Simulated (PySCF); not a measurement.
Method: PySCF 2.14.0 with PBE-D3(BJ)/def2-TZVP // TPSSh-D3(BJ)/def2-TZVP. Gas-phase values, no solvent. One relaxed conformer stands for a flexible species; it need not be the lowest. Excitations are Tamm–Dancoff values on a coarser integration grid. The basis has no diffuse functions, so Rydberg states are missing or too high.

Reference species (SMILES): `[H]/[O+]=C\B` (charge +1, multiplicity 1).

- LUMO: -10.20 eV
- brightest of the four lowest singlets (TDA): 6.37 eV
- T1 excitation (TDA): 4.32 eV
- S1 excitation (TDA): 5.21 eV

Changed species: `[H]/[O+]=[CH]\[GeH3]` (X = germyl, proton added; the reference has X = boryl, proton added).

**Question.** Give the shifts of the LUMO, brightest of the four lowest singlets (TDA), T1 excitation (TDA) and S1 excitation (TDA).

**Answer.** the LUMO increases by 0.17 eV, to -10.03 eV; the brightest of the four lowest singlets (TDA) falls by 1.65 eV, to 4.72 eV; the T1 excitation (TDA) falls by 0.97 eV, to 3.35 eV; the S1 excitation (TDA) decreases by 1.08 eV, to 4.13 eV.
